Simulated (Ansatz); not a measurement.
Consider the ligand exchange at the Al–S bond: `C[S][Al]([F])[Cl]` + H₂S → `[F][Al]([SH])[Cl]` + CH₃SH.

Isolated molecules relaxed with PBE0-D4/def2-TZVP in Ansatz; ΔE leaves out vibrations. CCSD(T)/CBS adds triple-zeta CCSD(T) − MP2 to the extrapolated MP2 energy (def2 sets, frozen cores). This one scheme is used for every species. DFT in def2-TZVPP. B3LYP here is the variant with VWN-RPA as its local correlation; programs differ in this. HSE06 is defined as in plane-wave codes. Each species was taken in one conformer, which may not be the lowest.

```tsv
level	ΔE (kcal/mol)
B97M-V	-1.4
B3LYP-D4	-1.1
HSE06-D4	-1.4
BHLYP-D4	-1.3
r2SCANh	-1.6
SCS-MP2/def2-TZVPP	-1.6
HF/CBS(def2)	-2.4
MP2/CBS(def2)	-1.3
```

Problem. What does CCSD(T)/CBS give? (An estimate is asked.)

Solution. Computed: -1.3 kcal/mol. The listed levels differ from it by -0.1, 0.2, -0.1, 0.0, -0.3, -0.3, -1.1, 0.0 kcal/mol.

Largest T1 diagnostic among the species: 0.011.

The D4 term adds +0.7 kcal/mol with B3LYP and +0.4 kcal/mol with PBE0; it sums over pairs of atoms, weighted by their polarisabilities, and B3LYP, whose exchange is more repulsive, gets the larger term. Leaving LDA and LC-ωPBE aside and taking each functional with its dispersion term where it has one, the values, not all of them listed here, spread over 0.9 kcal/mol, from PBE-QIDH to BLYP-D4. In def2-TZVPP, CCSD(T) changes the Hartree–Fock value by +0.9 kcal/mol (the triples alone add +0.2 kcal/mol) and MP2 by +0.9 kcal/mol.
